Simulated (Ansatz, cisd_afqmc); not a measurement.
System: B, charge 0, doublet.

Total energies in def2-SVPD, 3 correlated electrons, 1 frozen orbitals. Radicals and triplets start from unrestricted determinants; spin-orbit coupling is neglected. Correlated methods leave the cores frozen. No relativity. AFQMC/CISD: phaseless, guided by CISD from CCSD amplitudes; bars are statistical, one sigma. Outlying blocks are dropped, and bars are widened where a walk drifts. Over all cases where full CI ran beside it in this data, AFQMC minus full CI had a median of +0.1 mEh and passed +0.4 mEh in a tenth of the cases. Full CI freezes restricted core orbitals and the other rows unrestricted ones, which leaves a small offset even where coupled cluster is exact.

| method | program | energy (Eh) | error against FCI (mEh) |
|---|---|---|---|
| HF | Ansatz | -24.50142 | 60.49 |
| MP2 | Ansatz | -24.53858 | 23.34 |
| CCSD | Ansatz | -24.56057 | 1.34 |
| CCSD(T) | Ansatz | -24.56154 | 0.37 |
| CCSDT | Ansatz | -24.56194 | -0.02 |
| AFQMC/CISD | cisd_afqmc | -24.5617 ± 0.0001 | 0.2 ± 0.1 |
| FCI | Ansatz | -24.56191 | 0.00 |

Ansatz is a first-principles code.
